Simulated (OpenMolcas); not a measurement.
# InCl2F (SMILES [F][In]([Cl])[Cl]): the HOMO–LUMO gap, rung by rung

The species is InCl2F (4 atoms), meant as a singlet with charge 0. SMILES: `[F][In]([Cl])[Cl]`. The shape is that of a PBE0-D4/def2-TZVP optimisation.

Each level gives the HOMO–LUMO gap (eV). The values are calculated.

```json
{"level": "SVWN5/def2-SVP (core potential)", "kind": "LDA", "program": "OpenMolcas", "value (eV)": "4.08", "CPU time": "17 s"}
{"level": "BLYP/def2-SVP (core potential)", "kind": "GGA", "program": "OpenMolcas", "value (eV)": "4.12", "CPU time": "21 s"}
{"level": "PBE/def2-SVP (core potential)", "kind": "GGA", "program": "OpenMolcas", "value (eV)": "4.25", "CPU time": "22 s"}
{"level": "revPBE/def2-SVP (core potential)", "kind": "GGA", "program": "OpenMolcas", "value (eV)": "4.32", "CPU time": "20 s"}
{"level": "TPSS/def2-SVP (core potential)", "kind": "meta-GGA", "program": "OpenMolcas", "value (eV)": "4.52", "CPU time": "28 s"}
{"level": "r2SCAN/def2-SVP (core potential)", "kind": "meta-GGA", "program": "OpenMolcas", "value (eV)": "4.84", "CPU time": "26 s"}
{"level": "B3LYP/def2-SVP (core potential)", "kind": "global hybrid", "program": "OpenMolcas", "value (eV)": "5.98", "CPU time": "19 s"}
{"level": "BHLYP/def2-SVP (core potential)", "kind": "global hybrid", "program": "OpenMolcas", "value (eV)": "8.78", "CPU time": "17 s"}
```

The values span 4.08 to 8.78 eV. Orbital gaps aren't excitation energies; they tend to grow with the share of exact exchange. Times are those of the runs behind each value, whatever else they computed, on shared processors of several kinds: orders of magnitude only.
